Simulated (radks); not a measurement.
Results of a calculation; reference values are marked as such.
Problem. The mean radii <r> (bohr) of the occupied orbitals of an atom or ion are listed with their occupations. Level of theory: scalar-relativistic Kohn-Sham, B86b exchange with PBE correlation, spin-unpolarised, spherical densities, finite nucleus; Fermi nuclear charge, rms radius of each element as measured or else 0.836 A^(1/3) + 0.57 fm (a radial shooting solver on a logarithmic mesh with Libxc functionals).

| orbital | occ. | <r> |
|---|---|---|
| 1s | 2 | 0.02842 |
| 2s | 2 | 0.1226 |
| 2p | 6 | 0.1071 |
| 3s | 2 | 0.3304 |
| 3p | 6 | 0.3286 |
| 3d | 10 | 0.3052 |
| 4s | 2 | 0.7845 |
| 4p | 5 | 0.8409 |
| 4d | 10 | 0.9804 |
| 5s | 1 | 1.863 |
| 6s | 1 | 3.706 |

Name the element and its charge.

Solution. Z = 51, antimony, charge +4: Sb4+ in [Ar] 3d10 4s2 4p5 4d10 5s1 6s1. The 1s radius gives Z: for a bare nucleus <r> = (2 gamma + 1)/(2Z) with gamma = sqrt(1 - (Z/c)^2), 0.028 bohr for Z = 51, and screening makes it slightly larger (0.02842 here). The occupations add up to 47, and the charge is Z minus that.
